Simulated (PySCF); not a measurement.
MoF₃ + 3 HF → MoH₃ + 3 F₂

Level: PBE0 in the def2-TZVP basis family, computed in PySCF with density fitting; scalar-relativistic core potentials for atoms from Rb on, none lighter, no spin–orbit coupling; open shells unrestricted.

| species | state and structure | ZPE (kJ/mol) | H(298 K) − H(0) (kJ/mol) | S° (J/(mol K)) |
| --- | --- | --- | --- | --- |
| MoF₃ | quartet, D3h, Mo–F 1.850 Å (×3) | 15.4 | 15.7 | 312.4 |
| HF | singlet, C∞v, H–F 0.920 Å | 24.9 | 8.7 | 173.6 |
| MoH₃ | quartet, C3v, Mo–H 1.695 Å (×3); H–Mo–H 107.4° (×3) | 43.5 | 11.5 | 246.5 |
| F₂ | singlet, D∞h, F–F 1.376 Å | 6.6 | 8.7 | 201.9 |

Question: Is the gas-phase reaction uphill or downhill in electronic energy at this level, and by how much?

Answer: At PBE0/def2-TZVP, ΔE = 1998.0 kJ/mol, uphill. 

Question: Add zero-point, thermal and entropy terms for 298.15 K and 1 bar.

Answer: ΔZPE = -26.8 and Δ[H(298) − H(0)] = -4.2 kJ/mol give ΔH° = 1967.0 kJ/mol. ΔS° = 19.0 J/(mol K), so ΔG° = 1967.0 − 298.15 × (0.0190) = 1961 kJ/mol.

Open d or f shells are single determinants, so the state found may not be the ground state. Each species is the lowest minimum found with this bonding; other isomers or fragments can lie lower.
